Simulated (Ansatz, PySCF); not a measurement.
CH3Si, SMILES C=[SiH] (connectivity only; charge and spin as stated), charge +1, multiplicity 1.

The structure is a stationary point at r2SCAN-D4/def2-TZVP. The geometry has at least one imaginary mode, so it is a saddle point at that level. The spin state was assumed, not searched. The isomer is the one that the SMILES or the coordinates give; other isomers of the formula were not compared.

Vertical ionisation energy (IE) and electron affinity (EA) in eV. Rows of orbital energies are one-electron estimates. Where ΔSCF, EOM or ADC give a negative EA the extra electron is unbound and the value depends on the basis.

```csv
level,IE,EA
"−ε(HOMO), −ε(LUMO), B3LYP/def2-TZVPD (PySCF)",13.35,9.70
"−ε(HOMO), −ε(LUMO), CAM-B3LYP/def2-TZVPD (PySCF)",14.82,8.34
"−ε(HOMO), −ε(LUMO), PBE/def2-TZVPD (PySCF)",12.58,10.41
ADC(2)/aug-cc-pVDZ (PySCF),15.67,7.25
"ΔSCF, ωB97X-V/def2-TZVPD (Ansatz), final states of multiplicity 2 and 2",15.94,7.19
"ΔSCF, PBE/def2-TZVPD (Ansatz), final states of multiplicity 2 and 2",16.13,7.38
```

Question: What vertical singlet–triplet gap does ΔSCF give with ωB97X-V/def2-TZVPD (Ansatz, a first-principles code) and with PBE/def2-TZVPD (Ansatz)? (An estimate is asked for; the answer gives what the named calculation found.)

Answer: 1.78 and 1.76 eV (triplet above singlet where positive).

Question: Beyond the first one, list the lowest photoelectron lines from PySCF 2.14.0 with ADC(2)/aug-cc-pVDZ with their pole strengths (two spins summed). (An estimate is asked for; the answer gives what the named calculation found.)

Answer: 19.99 eV (1.76), 20.23 eV (1.70), 23.72 eV (1.73).
